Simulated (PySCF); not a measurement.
# Reading the logs of faulty runs: BCH6OSi

These are calculations, not measurements. They come from PySCF 2.14.0, an open-source quantum chemistry program, on an isolated molecule that a program drew, which may never have been made. The molecule is BCH6OSi (charge 0, doublet), drawn as the SMILES string `BO[SiH]C`.

Each row is a Hartree-Fock (HF) and frozen-core CCSD(T) single point in the cc-pV(D+d)Z basis, meant for a local HF minimum. Run 1 is clean. Each other run has one planted mistake out of seven kinds, and not every kind appears here: one electron removed, one electron added, multiplicity raised by two, geometry at a saddle point, minimal basis STO-3G, one bond length entered in bohr, all coordinates scaled. The reference is restricted for singlets and unrestricted otherwise, and also for a bond in bohr. Adding or removing an electron swaps singlet and doublet. Electrons count all cores. HOMO and LUMO are orbital energies over both spins, the gradient is its largest component, and the lowest frequency (negative if imaginary) is given only where the gradient is small. Bond lengths are over the 9 bonds as drawn. T1 is the CCSD diagnostic: over 0.02 (restricted) or 0.045 (unrestricted) a single reference is doubtful.

Geometry of the clean run:
```xyz
10
BCH6OSi, angstrom
B    -1.7591    0.4464    3.2936
O    -1.8445   -0.1904    2.1102
Si   -1.9698    0.2422    0.5006
C    -0.7052   -0.7418   -0.4701
H    -1.7262    1.6510    3.3409
H    -1.7125   -0.2138    4.2969
H    -3.3486   -0.0838    0.0592
H    -0.8086   -0.5443   -1.5404
H    -0.8541   -1.8124   -0.3000
H     0.3130   -0.4848   -0.1693
```

| run | electrons | basis functions | <S^2> | HOMO (eV) | LUMO (eV) | gradient (hartree/bohr) | lowest frequency (cm^-1) | mean bond (Å) | longest bond (Å) | T1 | HF (hartree) | CCSD(T) (hartree) | mistake |
|---|---|---|---|---|---|---|---|---|---|---|---|---|---|
| 1 | 39 | 95 | 0.753 | -8.89 | 1.88 | 1.7e-05 | 38 | 1.3404 | 1.873 | 0.0148 | -429.89419 | -430.45011 | no fault |
| 2 | 39 | 95 | 3.775 | -5.77 | -2.20 | 3.0e-02 | - | 1.3404 | 1.873 | 0.0170 | -429.67475 | -430.23466 | multiplicity raised by two |
| 3 | 38 | 95 | 0.000 | -16.75 | -6.81 | 1.0e-01 | - | 1.3404 | 1.873 | 0.0209 | -429.60480 | -430.16065 | ? |
| 4 | 40 | 95 | 0.000 | -0.11 | 7.73 | 1.0e-01 | - | 1.3404 | 1.873 | 0.0156 | -429.85917 | -430.44924 | ? |

**Which mistake was planted in run 3, and what did it cost?**

It counts 38 electrons, one fewer than the clean run, at the same geometry and basis. So the mistake is: one electron removed. Subtracting run 1 and multiplying by 627.51 kcal/mol a hartree, the energy moved by 181.6 kcal/mol in HF and 181.6 kcal/mol in CCSD(T).

**Which mistake was planted in run 4, and what did it cost?**

It counts 40 electrons, one more than the clean run, at the same geometry and basis. So the mistake is: one electron added. Subtracting run 1 and multiplying by 627.51 kcal/mol a hartree, the energy moved by 22.0 kcal/mol in HF and 0.5 kcal/mol in CCSD(T).

Cautions from the logs. Run 3: T1 is over the limit, so its CCSD(T) energy is less reliable; run 4: the added electron raises the CCSD(T) energy, so it isn't bound in this basis.
